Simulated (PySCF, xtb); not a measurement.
trisilylamine cation (H₉NSi₃), SMILES [SiH3]N([SiH3])[SiH3] (connectivity only; charge and spin as stated), charge +1, multiplicity 2.

Geometry optimised at PBE-D3(BJ)/def2-SVP. The multiplicity is an assumed one; other spin states were not compared.

Level of theory: C-PCM-B3LYP/def2-SVP in PySCF.

The values are the electrostatic part of the solvation free energy, E(continuum) − E(gas) at the gas-phase geometry, in a cavity of scaled van der Waals radii (PySCF's table); cavitation and dispersion terms are not included.

```json
[
 {"solvent": "water", "ε": "78.36", "ΔG(elec) (kcal/mol)": "-49.6"},
 {"solvent": "2-propanol", "ε": "19.26", "ΔG(elec) (kcal/mol)": "-47.6"},
 {"solvent": "ethylethanoate", "ε": "5.99", "ΔG(elec) (kcal/mol)": "-41.8"}
]
```

For comparison, GFN2-xTB/ALPB(water) (xtb, at the GFN2-xTB geometry, all terms of that model) gives -40.8 kcal/mol.
